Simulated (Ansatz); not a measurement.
Consider the redistribution: `C[SiH2][Se]C` + `C[O][ZnH]` → `C[SiH2][O][ZnH]` + `C[Se]C`.

Computed with Ansatz on PBE0-D4/def2-TZVP structures; ΔE is electronic, products minus reactants. CCSD(T)/CBS is the MP2 limit (def2-TZVPP, def2-QZVPP) plus CCSD(T) − MP2 in def2-TZVPP, frozen cores. For Se, Zn outer-core shells are correlated without core-valence functions, which leaves a few kJ/mol of doubt a bond. Scalar relativity is left out up to krypton. Each species was taken in one conformer, which may not be the lowest.

```tsv
species	SCS-MP2/def2-QZVPP energy (Eh)
`C[SiH2][Se]C`	-2770.36208
`C[O][ZnH]`	-1893.88318
`C[SiH2][O][ZnH]`	-2184.22854
`C[Se]C`	-2480.06600
```

(1) Work out ΔE.

Largest T1 diagnostic among the species: 0.017.

## Answers

(1) ΔE = (-2184.22854) + (-2480.06600) − (-2770.36208) − (-1893.88318) = -0.04928 Eh = -129.4 kJ/mol. CCSD(T)/CBS gives -121.9 kJ/mol.

Leaving LDA and LC-ωPBE aside and taking each functional with its dispersion term where it has one, the values, not all of them listed here, spread over 22.9 kJ/mol, from B2PLYP to revPBE-D4. The D4 term adds +3.1 kJ/mol with B3LYP and +1.9 kJ/mol with PBE0; it sums over pairs of atoms, weighted by their polarisabilities, and B3LYP, whose exchange is more repulsive, gets the larger term. From BLYP to BHLYP (50 % exact exchange), in def2-TZVPP and without D4, ΔE moves by −12.4 kJ/mol.

B3LYP here is the variant with VWN-RPA as its local correlation; programs differ in this.
